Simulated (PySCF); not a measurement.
# Electron affinity of Sr by level of theory

Sr⁻ [Kr] 5s2 5p1 (2P) → Sr [Kr] 5s2 (1S), as a difference of total energies. All numbers are calculated (PySCF 2.14, scalar relativity through the core potential, in def2-QZVPPD with one added diffuse shell each of s, p, d, f type with the def2 core potential (28 electrons) (8s6p5d4f, 79 functions)). Correlated levels: valence: 4s2 4p6 frozen; valence and next inner shell: nothing frozen outside the core potential. The calculations carry no spin-orbit coupling.

| method | electron affinity (eV) | difference from reference (eV) |
| --- | --- | --- |
| UHF | -0.163 | -0.215 |
| PBE | 0.084 | +0.032 |
| PBE0 | 0.084 | +0.032 |
| r2SCAN | 0.133 | +0.081 |
| LC-wPBE | 0.120 | +0.068 |
| MP2 (valence) | -0.081 | -0.133 |
| SCS-MP2 (valence) | -0.108 | -0.160 |
| CCSD (valence) | 0.028 | -0.024 |
| CCSD(T) (valence) | 0.064 | +0.012 |
| MP2 (valence and next inner shell) | -0.161 | -0.213 |
| SCS-MP2 (valence and next inner shell) | -0.173 | -0.225 |
| CCSD (valence and next inner shell) | -0.029 | -0.081 |
| CCSD(T) (valence and next inner shell) | -0.003 | -0.055 |

Reference: 0.052 eV (measured; photodetachment measurements, as compiled on the Wikipedia data page of electron affinities).

The reference lies between the lowest fine-structure levels, while these numbers refer to the centres of the terms.

Errors of the correlated levels include the incompleteness of this basis and the frozen core.

A negative affinity means that the anion lies above the atom at that level of theory.

The coupled-cluster amplitudes are large for Sr⁻ (T1 above 0.03 or a double amplitude above 0.15), so a single reference is strained.

In the anion the highest occupied orbital energy is positive at PBE, PBE0, r2SCAN, a self-interaction effect; the basis confines that electron, and the energy difference can still be sensible.
